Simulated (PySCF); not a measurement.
**Polarisability and C₆ of I²⁺ (iodine, charge +2)**

[Kr] 4d10 5s2 5p3, high-spin 4S determinant. Calculation: PySCF 2.14, in aug-cc-pVQZ-DK3; the spin-free X2C one-electron Hamiltonian (Gaussian nucleus). Coupled (time-dependent) response in atomic units; α is the mean over directions.

```
method  mean α (bohr³)  C₆ (like pair)  S(−4)
  MN15           13.11           86.24  34.28
```

S(−4) is the Cauchy moment in α(ω) = α(0) + S(−4) ω² + …

α(iu) at MN15:

| u (hartree) | α(iu) (bohr³) |
| --- | --- |
| 0 | 13.11 |
| 0.0500 | 13.02 |
| 0.100 | 12.77 |
| 0.200 | 11.88 |
| 0.300 | 10.66 |
| 0.500 | 8.110 |
| 0.750 | 5.674 |
| 1.00 | 4.114 |
| 1.50 | 2.465 |
| 2.00 | 1.678 |
| 3.00 | 0.9555 |
| 5.00 | 0.4420 |

A single London oscillator, α(iu) = α/(1 + u²/ω²), gives C₆ = (3/4) ω α². Matching the computed C₆ needs ω = 4 × 86.24 / (3 × 13.11²) = 0.669 hartree.

For an ion, C₆ is the dispersion term alone; charge-induced terms of lower order in 1/R come first.
